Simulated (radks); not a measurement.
The mean radii <r> (bohr) of the occupied orbitals of an atom or ion are listed with their occupations. All-electron calculation, non-relativistic Kohn-Sham, PBE, spin-unpolarised, spherical densities, point nucleus. Program: a radial shooting solver on a logarithmic mesh with Libxc functionals.

orbital  occ.      <r>
1s          2  0.02197
2s          2  0.09314
2p          6  0.07888
3s          2   0.2383
3p          6   0.2282
3d         10   0.2011
4s          2   0.5362
4p          6   0.5469
4d         10   0.5740
5s          2    1.341
5p          6    1.524
4f         13   0.7634
6s          1    3.860

Name the element and its charge.

Answer. Z = 69, thulium, charge +1: Tm+ in [Xe] 4f13 6s1. The 1s radius gives Z: for a bare nucleus <r> = 1.5/Z, 0.02174 bohr for Z = 69, and screening makes it slightly larger (0.02197 here). The occupations add up to 68, and the charge is Z minus that.
